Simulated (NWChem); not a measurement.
SiNH2Br, singlet; SMILES N[Si]Br

```xyz
5

Si     0.7082     1.1779     0.0000
Br    -0.0143    -1.0224     0.0000
N     -0.8334     1.9385     0.0000
H     -1.7387     1.4781     0.0000
H     -0.9106     2.9512     0.0000
```
Atoms are numbered in this order, from 1.

All runs: NWChem. Low-valent species are run as closed-shell singlets; no triplet was tried in these runs. All runs use the structure optimised with B3LYP/6-31G* (spherical d). GIAO values for the isolated, static molecule; σ is the absolute isotropic shielding, δ = σ(reference) − σ with the isolated reference molecule computed at the same levels (1H: tetramethylsilane, 15N: ammonia, 29Si: tetramethylsilane). Spin-orbit effects, on the heavy nuclei and on their neighbours, are missing.

Problem. Among these, which level gives the lowest value of “δ Si1 (ppm)”?
A. BHandHLYP/pcSseg-1
B. LDA (Slater exchange, VWN5)/pcSseg-1
C. KT2/pcSseg-1

Solution. C, KT2/pcSseg-1. Values: KT2/pcSseg-1 193.2; BHandHLYP/pcSseg-1 220.3; LDA (Slater exchange, VWN5)/pcSseg-1 226.2
